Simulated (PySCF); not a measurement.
# Molecular orbitals of TeH

HSE06 at R = 1.668 Å; PySCF, scalar-relativistic core potentials, basis sets Te aug-cc-pVDZ-PP with ECP28, H aug-cc-pVDZ. State: ²Π (doublet), unpaired electrons π ↑. Only the outer orbitals are listed, counted within each symmetry, core potentials removing the inner ones.

| spin | orbital | occ. | ε (eV) | on Te (%) | main shells (%) |
| --- | --- | --- | --- | --- | --- |
| α | 4σ | 1 | -17.47 | 91 | 90 Te s, 9 H s |
| α | 5σ | 1 | -9.82 | 60 | 50 Te p, 40 H s, 9 Te s |
| α | 3π | 1 | -7.39 | 99 | 99 Te p |
| α | 3π | 1 | -6.32 | 99 | 98 Te p |
| α | 6σ | 0 | -1.03 | 12 | 86 H s, 29 Te p |
| α | 7σ | 0 | 0.30 | 55 | 45 H s, 28 Te s, 14 Te d |
| α | 8σ | 0 | 0.92 | 88 | 70 Te p, 19 Te s, 15 H s |
| β | 4σ | 1 | -16.60 | 87 | 85 Te s, 12 H s |
| β | 5σ | 1 | -9.58 | 57 | 44 Te p, 43 H s, 12 Te s |
| β | 3π | 1 | -5.98 | 98 | 98 Te p |
| β | 3π | 0 | -4.75 | 98 | 98 Te p |
| β | 6σ | 0 | -0.88 | 8 | 87 H s, 26 Te p, 8 Te d |
| β | 7σ | 0 | 0.57 | 36 | 64 H s, 15 Te d, 14 Te p |

Q: Which are the highest filled and the lowest empty level, where do they sit, and how wide is the gap?

A: Highest filled β 3π at -5.98 eV (in %: 98 Te p); lowest empty β 3π at -4.75 eV (in %: 98 Te p); the gap at HSE06 is 1.23 eV. Both belong to one degenerate shell, split only by its one-sided filling, so this is no excitation gap.

The bond order (Mayer) is 1.00 and the ⟨S²⟩ is 0.753. The charge on Te (Mulliken, basis-dependent) is 0.08 and the charge on Te (Löwdin, basis-dependent) is 0.26. The dipole moment (positive dipole means Te(−)H(+)) is 0.13 D.

Spin–orbit coupling is left out. The state is the lowest determinant that a PBE0 search found; another state may lie lower at other levels.
